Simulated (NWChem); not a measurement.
# CH4O2Si, singlet; SMILES CO[Si]O

```xyz
8

Si    -0.6294    -0.6110     0.0000
O      0.4769    -1.8564     0.0000
H      1.4118    -1.5859     0.0000
O      0.4389     0.6824     0.0000
C      0.0399     2.0471     0.0000
H      0.4435     2.5428     0.8897
H      0.4435     2.5428    -0.8897
H     -1.0530     2.1628     0.0000
```
Atoms are numbered in this order, from 1.

Computed with NWChem. Low-valent species are run as closed-shell singlets; no triplet was tried in these runs. Coordinates come from a B3LYP/6-31G* (spherical d) optimisation.

For level B3LYP/def2-TZVP:

```
Quantity                     Result
---------------------------  ------
highest occupied level (eV)   -6.91
orbital gap (eV)               5.57
```

Q: Estimate the same quantities for level PBE/def2-TZVP.

A: The highest occupied level (eV) is -5.93 and the orbital gap (eV) comes out as 3.97.
